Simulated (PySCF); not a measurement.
A run for PySCF: R-M06-2X/def2-TZVPP on BrGeHS (SMILES [SH][Ge][Br]), a point of a torsion scan.

```python
from pyscf import gto, dft

mol = gto.M(
    atom='''
    S    -1.37104338    0.43579026    0.42875908
    Ge    0.76934944    0.94295063   -0.18762157
    Br    0.48606283    1.38244041   -2.49723752
    H    -1.47235751   -0.59020355   -0.41100939
    ''',
    basis='def2-tzvpp',
    charge=0, spin=0, verbose=4, max_memory=1800)
mf = dft.RKS(mol, xc='m062x').density_fit(auxbasis='def2-universal-jkfit')
mf.grids.level = 4
mf.conv_tol = 1e-9
mf.max_cycle = 150
mf.kernel()
mf.dip_moment()
```

Output:

```
PySCF version 2.14.0

[INPUT] verbose = 4
[INPUT] num. atoms = 4
[INPUT] num. electrons = 84
[INPUT] charge = 0
[INPUT] spin (= nelec alpha-beta = 2S) = 0
[INPUT] symmetry False subgroup None
[INPUT] Mole.unit = angstrom
[INPUT] Symbol           X                Y                Z      unit          X                Y                Z       unit  Magmom
[INPUT]  1 S     -1.371043380000   0.435790260000   0.428759080000 AA   -2.590896493098   0.823524239153   0.810237234620 Bohr   0.0
[INPUT]  2 Ge     0.769349440000   0.942950630000  -0.187621570000 AA    1.453859735688   1.781918439686  -0.354553382361 Bohr   0.0
[INPUT]  3 Br     0.486062830000   1.382440410000  -2.497237520000 AA    0.918525628031   2.612433758431  -4.719094980788 Bohr   0.0
[INPUT]  4 H     -1.472357510000  -0.590203550000  -0.411009390000 AA   -2.782352451347  -1.115323067246  -0.776695181725 Bohr   0.0

nuclear repulsion = 469.282063648689
number of shells = 52
number of NR pGTOs = 282
number of NR cGTOs = 152
basis = def2-tzvpp
ecp = {}


******** <class 'pyscf.df.df_jk.DFRKS'> ********
method = DFRKS
initial guess = minao
damping factor = 0
level_shift factor = 0
DIIS = <class 'pyscf.scf.diis.CDIIS'>
diis_start_cycle = 1
diis_space = 8
diis_damp = 0
SCF conv_tol = 1e-09
SCF conv_tol_grad = None
SCF max_cycles = 150
direct_scf = False
XC library pyscf.dft.libxc version 7.1.2
    S. Lehtola, C. Steigemann, M. J. T. Oliveira, and M. A. L. Marques,  SoftwareX 7, 1–5 (2018)
XC functionals = m062x
    Y. Zhao and D. G. Truhlar,  Theor. Chem. Acc. 120, 215 (2008)
    Y. Zhao and D. G. Truhlar,  Theor. Chem. Acc. 120, 215 (2008)
radial grids:
    Treutler-Ahlrichs [JCP 102, 346 (1995); DOI:10.1063/1.469408] (M4) radial grids

becke partition: Becke, JCP 88, 2547 (1988); DOI:10.1063/1.454033
pruning grids: <function nwchem_prune>
grids dens level: 4
symmetrized grids: False
atomic radii adjust function: <function treutler_atomic_radii_adjust>
small_rho_cutoff = 0
Set gradient conv threshold to 3.16228e-05
Initial guess from minao.
tot grids = 104776
******** <class 'pyscf.df.df.DF'> ********
auxbasis = def2-universal-jkfit
init E= -5048.36916698402
  HOMO = -0.252609971508186  LUMO = -0.0969788513253391  gap/eV = 4.23494
cycle= 1 E= -5049.98739750877  delta_E= -1.62  |g|= 0.531  |ddm|= 1.99
  HOMO = -0.287175115454641  LUMO = -0.138423154255353  gap/eV = 4.04775
cycle= 2 E= -5049.97534893086  delta_E= 0.012  |g|= 0.625  |ddm|= 1.07
  HOMO = -0.30461623370341  LUMO = -0.0889527893475446  gap/eV = 5.86850
cycle= 3 E= -5050.05111043334  delta_E= -0.0758  |g|= 0.0517  |ddm|= 0.503
  HOMO = -0.30507254711532  LUMO = -0.0882208505783737  gap/eV = 5.90084
cycle= 4 E= -5050.05143007152  delta_E= -0.00032  |g|= 0.0138  |ddm|= 0.0424
  HOMO = -0.304863312464349  LUMO = -0.0864244486214361  gap/eV = 5.94402
cycle= 5 E= -5050.05148128489  delta_E= -5.12e-05  |g|= 0.00477  |ddm|= 0.0224
  HOMO = -0.305096804716331  LUMO = -0.0868534509762462  gap/eV = 5.93870
cycle= 6 E= -5050.05148941298  delta_E= -8.13e-06  |g|= 0.00126  |ddm|= 0.00845
  HOMO = -0.30502403915939  LUMO = -0.0868261365764127  gap/eV = 5.93747
cycle= 7 E= -5050.05149016515  delta_E= -7.52e-07  |g|= 0.00044  |ddm|= 0.0027
  HOMO = -0.305049260410342  LUMO = -0.0868212032688902  gap/eV = 5.93829
cycle= 8 E= -5050.0514902468  delta_E= -8.17e-08  |g|= 0.000139  |ddm|= 0.000756
  HOMO = -0.305046754013564  LUMO = -0.0868256935073077  gap/eV = 5.93810
cycle= 9 E= -5050.051490257  delta_E= -1.02e-08  |g|= 3.17e-05  |ddm|= 0.000302
  HOMO = -0.305045569285332  LUMO = -0.0868226717018956  gap/eV = 5.93815
cycle= 10 E= -5050.05149025782  delta_E= -8.18e-10  |g|= 9.76e-06  |ddm|= 8.43e-05
  HOMO = -0.305045924048303  LUMO = -0.0868231986903893  gap/eV = 5.93814
Extra cycle  E= -5050.05149025789  delta_E= -7.46e-11  |g|= 6.53e-06  |ddm|= 2.23e-05
converged SCF energy = -5050.05149025789
Dipole moment(X, Y, Z, Debye):  0.90674, -0.71872,  1.02259
```

The calculation finished and met its thresholds.

Cost: around 14 core-seconds (rough).
